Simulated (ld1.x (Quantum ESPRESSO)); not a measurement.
**Au (Z = 79), TM: configuration errors across variants**

| Item | Value |
| --- | --- |
| Element | Au |
| Generator | ld1.x (Quantum ESPRESSO) 7.5 |
| Type | norm-conserving Troullier–Martins (Kleinman–Bylander form) |
| Functional | Wu–Cohen |
| Relativity | scalar-relativistic |
| Frozen core | [Kr] 4d10 4f14 |
| Valence charge | 19 |
| Reference configuration | 5s2 5p6 5d10 6s1 6p0 |
| Partial waves | 5p (bound): rc 1.10 bohr; 5d (bound): rc 1.60 bohr; 5s (bound): rc 1.40 bohr |
| Local potential | the s channel |
| Core correction | none |

Occupied shells without a wave of their own: 6s. They enter only through the test configuration that unscreens the potential.

All-electron excitation energies from the reference (eV): (1) 5s2 5p6 5d10 6s0 6p0 9.444; (2) 5s2 5p6 5d9 6s0 6p0 30.688; (3) 5s2 5p6 5d8 6s0 6p0 64.604; (4) 5s2 5p5 5d10 6s1 6p0 66.146; (5) 5s2 5p6 5d7 6s0 6p0 112.355; (6) 5s2 5p6 5d9 6s1 6p0 12.153; (7) 5s2 5p6 5d9 6s1 6p1 7.589.

For the base: The 6s level has no wave, so the channel is fitted at the deeper level alone: the likely source of the large errors.

On the changes marked as counting shells twice: ld1.x takes every shell without a wave as core, so the model core holds the marked electrons as well and exchange and correlation see them twice. This cancels in the reference configuration, but the file is broken for other ones, and its errors say nothing about a proper core correction.

3 further variants failed, have other tests or another functional or relativity, and are left out.

The file “base” misses its own reference levels by 1.7 eV. The file “core correction a·sin(br)/r model core inside 1.20 bohr (6s counted twice)” misses its own reference levels by 1.7 eV. The file “all radii scaled by about 0.96 (s 1.34, p 1.06, d 1.52 bohr)” misses its own reference levels by 1.2 eV. The file “wave 5p (bound): rc 1.10 bohr becomes 5p (bound): rc 1.50 bohr” misses its own reference levels by 1.7 eV.

Errors AE − PS in meV (a dash: test not solved or not reliable):

```tsv
change	(1)	(2)	(3)	(4)	(5)	(6)	(7)	bound ghosts
base	-2102	-2825	-3670	-82	-4619	-39	+71	none
wave 5s (bound): rc 1.40 bohr becomes 5s (bound): rc 0.88 bohr	-171	-236	-313	-82	-403	-3.1	+23	none
core correction a·sin(br)/r model core inside 1.20 bohr (6s counted twice)	-2183	-3044	-4070	-122	-5226	-77	+54	none
all radii scaled by about 0.96 (s 1.34, p 1.06, d 1.52 bohr)	-1428	-1937	-2531	-80	-3198	-27	+58	none
wave 5p (bound): rc 1.10 bohr becomes 5p (bound): rc 1.50 bohr	-2104	-2827	-3670	-110	-4615	-40	+93	none
```

**Question.** Give the same row for: wave 5d (bound): rc 1.60 bohr becomes 5d (bound): rc 1.18 bohr.

**Answer.** -2102, -2824, -3668, -85, -4615, -39, +72; bound ghosts: none.
